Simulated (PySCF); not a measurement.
# [Er(CH3)2]+: from a saddle point downhill

PySCF 2.14.0, RKS PBE0, Er lcecp-1-SVP with ECP57, C def2-SVP, H def2-SVP; non-relativistic Hamiltonian with scalar-relativistic core potentials where named; density fitting; no spin-orbit coupling. Relaxed within the symmetry of its start, the geometry (C2v) is

```xyz
9

Er    0.0000    0.0000   -0.2304
C     1.7119    0.0000    1.2148
H     2.7119    0.0000    0.7422
H     1.6564    0.8841    1.8791
H     1.6564   -0.8841    1.8791
C    -1.7119    0.0000    1.2148
H    -2.7119    0.0000    0.7422
H    -1.6564   -0.8841    1.8791
H    -1.6564    0.8841    1.8791
```

and its lowest harmonic modes are -62, 45, 129, 371, 398, 403 cm⁻¹ (negative: unstable). It was moved along the lowest mode and relaxed again, within the group C2 that the move left.

(1) Where does it end, and how much lower?

(2) How do the contacts change?

(3) Is the end a minimum?

An lcecp potential fixes the number of 4f electrons, so in runs with it no electron can move into or out of that shell.

State: singlet in the valence, with the 4f electrons in the core potential.

Answers

(1) In C2, 0.001 eV lower, after 4 steps:
```xyz
9

Er    0.0000    0.0000   -0.2268
C     1.7132    0.0175    1.2157
H     2.6958   -0.2092    0.7610
H     1.8006    1.0015    1.7162
H     1.5345   -0.7212    2.0204
C    -1.7132   -0.0175    1.2157
H    -2.6958    0.2092    0.7610
H    -1.8006   -1.0015    1.7162
H    -1.5345    0.7212    2.0204
```

(2) 
| contact | saddle (Å) | end (Å) |
| --- | --- | --- |
| Er1–C2 (CH3) | 2.240 | 2.240 |
| Er1–C6 (CH3) | 2.240 | 2.240 |


(3) Yes; lowest modes 48, 61, 134, 372, 395, 408 cm⁻¹.
